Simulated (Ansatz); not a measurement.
A nudged elastic band was laid between two geometries of C2H9Al2NS (15 atoms, charge 0, multiplicity 1).

The calculation used Ansatz 0.2.0, RKS PBE-D4/def2-SVP.

```json
{
  "movable images": "5",
  "climbing image": "yes",
  "spring": "5.0 eV/Å²",
  "optimiser": "quadratic models (default)",
  "start path": "IDPP",
  "force threshold": "0.05 eV/Å",
  "iteration limit": "60",
  "end points": "relaxed"
}
```

Image 0:

```xyz
15
Properties=species:S:1:pos:R:3
N -1.054 -0.127 0.152
C 0.208 0.568 -0.285
C 1.428 -0.341 -0.372
Al 1.956 -1.325 1.266
S -0.263 1.363 -1.896
Al -2.284 1.229 -0.821
H -1.123 -1.037 -0.332
H -1.077 -0.310 1.168
H 0.375 1.368 0.469
H 2.301 0.264 -0.704
H 1.278 -1.068 -1.208
H 3.378 -2.049 1.357
H 0.916 -1.402 2.491
H -3.490 0.460 -1.546
H -2.570 2.354 0.292
```

Image 6:

```xyz
15
Properties=species:S:1:pos:R:3
N -0.117 -1.020 0.624
C 0.126 0.185 -0.234
C 1.628 0.196 -0.467
Al 1.866 -0.753 1.315
S -0.929 0.158 -1.793
Al -2.754 1.196 -1.149
H -0.188 -1.862 0.031
H -0.989 -0.963 1.167
H -0.183 1.062 0.370
H 2.018 1.206 -0.689
H 1.906 -0.478 -1.306
H 2.569 -2.199 1.356
H 1.729 0.138 2.648
H -3.902 1.428 -2.228
H -2.802 1.654 0.385
```

Q: Which bonds break or form, and what moves?

A: Bonds broken: N1–Al6. Bonds formed: N1–Al4.

Q: What energy profile does the band end with?

A: The forces met the threshold. The highest image is number 3 of 0 to 6, 9.9 kcal/mol above the first end and 12.1 kcal/mol above the last; the last end lies 2.2 kcal/mol below the first. A vibrational analysis at the climbing image gives one clearly imaginary mode, 408i cm⁻¹: a first-order saddle point. The orbitals stay closed-shell, which can raise the energy where a bond breaks towards radicals; this wasn't checked here.

| image | path coordinate (Å) | energy (kcal/mol) | N1–Al6 (Å) | N1–Al4 (Å) |
| --- | --- | --- | --- | --- |
| 0 | 0.00 | 0.0 | 2.07 | 3.43 |
| 1 | 1.13 | 0.8 | 2.07 | 3.36 |
| 2 | 2.27 | 2.9 | 2.08 | 3.12 |
| 3 | 3.40 | 9.9 | 2.39 | 2.34 |
| 4 | 4.75 | 1.9 | 3.16 | 2.10 |
| 5 | 6.09 | -2.0 | 3.51 | 2.11 |
| 6 | 7.44 | -2.2 | 3.87 | 2.12 |

Q: What is the geometry of the highest image?

A: 
```xyz
15
Properties=species:S:1:pos:R:3
N -0.560 -0.363 0.329
C 0.333 0.664 -0.350
C 1.730 0.072 -0.475
Al 1.510 -1.073 1.150
S -0.447 1.217 -1.956
Al -2.321 0.751 -0.832
H -0.789 -1.238 -0.162
H -1.052 -0.159 1.206
H 0.336 1.520 0.357
H 2.506 0.860 -0.525
H 1.806 -0.549 -1.393
H 1.454 -2.672 1.022
H 1.501 -0.373 2.595
H -3.319 -0.382 -1.358
H -2.709 1.674 0.422
```

Q: What are the harmonic wavenumbers there?

A: 408i, 68, 101, 141, 261, 276, 305, 360, 400, 418, 464, 480, 500, 595, 606, 633, 686, 700, 745, 763, 772, 831, 930, 1004, 1045, 1099, 1212, 1308, 1376, 1482, 1849, 1853, 1858, 1877, 2995, 3005, 3082, 3405, 3551 cm⁻¹.

The band took 18 iterations and of the order of 10 core-minutes.

The run took 5.2 min on 2 threads of Arm Neoverse V2, with other jobs on the host, peak memory 0.21 GiB.
